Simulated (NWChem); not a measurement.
System: hydrogen iodide (HI); SMILES I

Input file for NWChem:

```
start job
memory heap 200 mb stack 900 mb global 1100 mb
geometry units angstroms noautoz
  I      0.000000     0.000000     0.052007
  H      0.000000     0.000000    -1.565186
end
basis spherical
  I library def2-svp
  H library def2-svp
end
ecp
  I library def2-ecp
end
dft
  xc mn15
  iterations 150
  mulliken
end
task dft energy
```

NWChem printed, in part:

```
             Northwest Computational Chemistry Package (NWChem) 7.3.0
             --------------------------------------------------------

 ORDER OF PRIMARY AXIS IS BEING SET TO 4
 C4V symmetry detected

                             Geometry "geometry" -> ""
                             -------------------------

 Output coordinates in angstroms (scale by  1.889725989 to convert to a.u.)

  No.       Tag          Charge          X              Y              Z
 ---- ---------------- ---------- -------------- -------------- --------------
    1 I                   53.0000     0.00000000     0.00000000     0.02994802
    2 H                    1.0000     0.00000000     0.00000000    -1.58724498

 Effective nuclear repulsion energy (a.u.)      17.3426388792

      Symmetry information
      --------------------

 Group name             C4v
 Group number             18
 Group order               8
 No. of unique centers     2

                                 NWChem DFT Module
                                 -----------------

 Summary of "ao basis" -> "ao basis" (spherical)
 ------------------------------------------------------------------------------
       Tag                 Description            Shells   Functions and Types
 ---------------- ------------------------------  ------  ---------------------
 I                          def2-svp                10       26   4s4p2d
 H                          def2-svp                 3        5   2s1p

      Symmetry analysis of basis
      --------------------------

        a1         13
        a2          0
        b1          2
        b2          2
        e          14

            General Information
            -------------------
          SCF calculation type: DFT
          Wavefunction type:  closed shell.
          No. of atoms     :     2
          No. of electrons :    26
           Alpha electrons :    13
            Beta electrons :    13
          Charge           :     0
          Spin multiplicity:     1
          Use of symmetry is: on ; symmetry adaption is: on
          Maximum number of iterations: 150
          AO basis - number of functions:    31
                     number of shells:    13
          Convergence on energy requested:  1.00D-06
          Convergence on density requested:  1.00D-05
          Convergence on gradient requested:  5.00D-04

              XC Information
              --------------
                         MN15 Method XC Functional
                     Hartree-Fock (Exact) Exchange  0.440
                          MN15 Exchange Functional  1.000
                        MN15 Correlation Potential  1.000

             Grid Information
             ----------------
          Grid used for XC integration:  medium
          Radial quadrature: Mura-Knowles
          Angular quadrature: Lebedev.
          Tag              B.-S. Rad. Rad. Pts. Rad. Cut. Ang. Pts.
          ---              ---------- --------- --------- ---------
          I                   1.40      123           7.0       590
          H                   0.35       45           7.0       434
          Grid pruning is: on
          Number of quadrature shells:   168
          Spatial weights used:  Erf1

      Superposition of Atomic Density Guess
      -------------------------------------

 Sum of atomic energies:        -347.62639888

      Non-variational initial energy
      ------------------------------

 Total energy =    -297.168365
 1-e energy   =    -534.099297
 2-e energy   =     228.750442
 HOMO         =      -0.350961
 LUMO         =       0.037860

      Symmetry analysis of molecular orbitals - initial
      -------------------------------------------------

 !! scf_movecs_sym_adapt:    4 vectors were symmetry contaminated

  Symmetry fudging
  Numbering of irreducible representations:

     1 a1          2 a2          3 b1          4 b2          5 e

  Orbital symmetries:

     1 a1          2 a1          3 e           4 e           5 a1
     6 e           7 e           8 b2          9 b1         10 a1
    11 a1         12 e          13 e          14 a1         15 a1
    16 a1         17 e          18 e          19 e          20 e
    21 b2         22 b1         23 a1

     ---------------------------------------------
      Total Density - Mulliken Population Analysis
     ---------------------------------------------

    Atom       Charge   Shell Charges
 -----------   ------   -------------------------------------------------------
    1 I   25    25.26   1.83  0.22  1.22  0.67  2.93  3.13  2.61  2.65  9.82  0.19
    2 H    1     0.74   0.50  0.22  0.02

   convergence    iter        energy       DeltaE   RMS-Dens  Diis-err
 ---------------- ----- ----------------- --------- --------- ---------
 d= 0,ls=0.0,diis     1   -297.5348233814 -3.06D+02  1.70D-02  3.99D-01
 d= 0,ls=0.0,diis     2   -297.5569965744 -2.22D-02  9.07D-03  6.28D-02
 d= 0,ls=0.0,diis     3   -297.5642046817 -7.21D-03  2.90D-03  6.67D-03
 d= 0,ls=0.0,diis     4   -297.5654294484 -1.22D-03  2.83D-04  5.22D-05
 d= 0,ls=0.0,diis     5   -297.5654385855 -9.14D-06  1.62D-05  1.32D-07
 d= 0,ls=0.0,diis     6   -297.5654386047 -1.92D-08  7.38D-06  3.34D-08

         Total DFT energy =     -297.565438604738
      One electron energy =     -534.165363686190
           Coulomb energy =      250.205949356316
    Exchange-Corr. energy =      -21.786514312226
 Nuclear repulsion energy =        8.180490037363

 Numeric. integr. density =       25.999985458655

                  Occupations of the irreducible representations
                  ----------------------------------------------

                     irrep           alpha         beta
                     --------     --------     --------
                     a1                5.0          5.0
                     a2                0.0          0.0
                     b1                1.0          1.0
                     b2                1.0          1.0
                     e                 6.0          6.0

                       DFT Final Molecular Orbital Analysis
                       ------------------------------------

 Vector   11  Occ=2.000000D+00  E=-4.396363D-01  Symmetry=a1
              MO Center= -9.4D-17, -5.9D-17, -4.3D-01, r^2= 2.1D+00
   Bfn.  Coefficient  Atom+Function         Bfn.  Coefficient  Atom+Function
  ----- ------------  ---------------      ----- ------------  ---------------
    13      0.467115  1 I  pz                27     -0.396612  2 H  s
     3      0.270907  1 I  s                 16      0.264930  1 I  pz
     4      0.200666  1 I  s                 10     -0.197574  1 I  pz
    28     -0.179487  2 H  s                  7     -0.162071  1 I  pz
     1     -0.118328  1 I  s                  2     -0.112785  1 I  s

 Vector   12  Occ=2.000000D+00  E=-3.060154D-01  Symmetry=e
              MO Center= -2.9D-16, -2.3D-16,  5.9D-03, r^2= 2.0D+00
   Bfn.  Coefficient  Atom+Function         Bfn.  Coefficient  Atom+Function
  ----- ------------  ---------------      ----- ------------  ---------------
    12      0.616808  1 I  py                15      0.549588  1 I  py
     9     -0.256278  1 I  py                 6     -0.208311  1 I  py

 Vector   13  Occ=2.000000D+00  E=-3.060154D-01  Symmetry=e
              MO Center=  2.8D-16, -1.3D-15,  5.9D-03, r^2= 2.0D+00
   Bfn.  Coefficient  Atom+Function         Bfn.  Coefficient  Atom+Function
  ----- ------------  ---------------      ----- ------------  ---------------
    11      0.616808  1 I  px                14      0.549588  1 I  px
     8     -0.256278  1 I  px                 5     -0.208311  1 I  px

 Vector   14  Occ=0.000000D+00  E=-1.895969D-03  Symmetry=a1
              MO Center= -1.2D-16, -7.5D-17, -6.3D-01, r^2= 3.2D+00
   Bfn.  Coefficient  Atom+Function         Bfn.  Coefficient  Atom+Function
  ----- ------------  ---------------      ----- ------------  ---------------
    28      1.108369  2 H  s                 16      0.922547  1 I  pz
     4     -0.487137  1 I  s                 27      0.377395  2 H  s
    13      0.374346  1 I  pz                 3     -0.316564  1 I  s
    10     -0.160507  1 I  pz                 7     -0.128794  1 I  pz
     2      0.121990  1 I  s                  1      0.118015  1 I  s

 Vector   15  Occ=0.000000D+00  E= 2.672161D-01  Symmetry=a1
              MO Center=  8.8D-17,  1.9D-16, -5.0D-01, r^2= 3.0D+00
   Bfn.  Coefficient  Atom+Function         Bfn.  Coefficient  Atom+Function
  ----- ------------  ---------------      ----- ------------  ---------------
     3      1.879823  1 I  s                  4     -1.668184  1 I  s
    27      0.461790  2 H  s                 24      0.349007  1 I  d  0
     2     -0.330359  1 I  s                 16      0.283122  1 I  pz
    28     -0.281927  2 H  s                  1     -0.266092  1 I  s
    19     -0.171351  1 I  d  0              13     -0.120802  1 I  pz

 Vector   16  Occ=0.000000D+00  E= 3.438928D-01  Symmetry=a1
              MO Center=  2.3D-17, -1.4D-17, -1.2D-01, r^2= 4.2D+00
   Bfn.  Coefficient  Atom+Function         Bfn.  Coefficient  Atom+Function
  ----- ------------  ---------------      ----- ------------  ---------------
     4      1.544299  1 I  s                  3     -1.333428  1 I  s
    28     -0.964132  2 H  s                 13     -0.897649  1 I  pz
    16      0.531769  1 I  pz                27      0.420142  2 H  s
    24      0.273552  1 I  d  0               2      0.236140  1 I  s
     1      0.191224  1 I  s                 10      0.190639  1 I  pz

     ---------------------------------------------
      Total Density - Mulliken Population Analysis
     ---------------------------------------------

    Atom       Charge   Shell Charges
 -----------   ------   -------------------------------------------------------
    1 I   25    25.06   1.82  0.22  1.37  0.54  2.94  3.08  2.66  2.42  9.77  0.26
    2 H    1     0.94   0.68  0.24  0.02

     -------------------------------------------
      Total Density - Lowdin Population Analysis
     -------------------------------------------

    Atom       Charge   Shell Charges
 -----------   ------   -------------------------------------------------------
    1 I   25    24.98   1.25  0.73  1.07  0.80  2.78  3.15  2.52  2.65  9.45  0.58
    2 H    1     1.02   0.59  0.36  0.06

     Multipole analysis of the density
     ---------------------------------

     L   x y z        total         alpha         beta         nuclear
     -   - - -        -----         -----         ----         -------
     0   0 0 0     -0.000000    -13.000000    -13.000000     26.000000

     1   1 0 0     -0.000000     -0.000000     -0.000000      0.000000
     1   0 1 0     -0.000000     -0.000000     -0.000000      0.000000
     1   0 0 1     -0.222237      0.681191      0.681191     -1.584619

     2   2 0 0    -21.209138    -10.604569    -10.604569      0.000000
     2   1 1 0     -0.000000     -0.000000     -0.000000      0.000000
     2   1 0 1      0.000000      0.000000      0.000000      0.000000
     2   0 2 0    -21.209138    -10.604569    -10.604569      0.000000
     2   0 1 1     -0.000000     -0.000000     -0.000000      0.000000
     2   0 0 2    -17.742414    -13.409617    -13.409617      9.076820
```

Level: MN15/def2-SVP with def2 effective core potentials on I. Coordinates come from a PBE0/def2-SVP optimisation. def2 effective core potentials on I; no spin-orbit coupling.
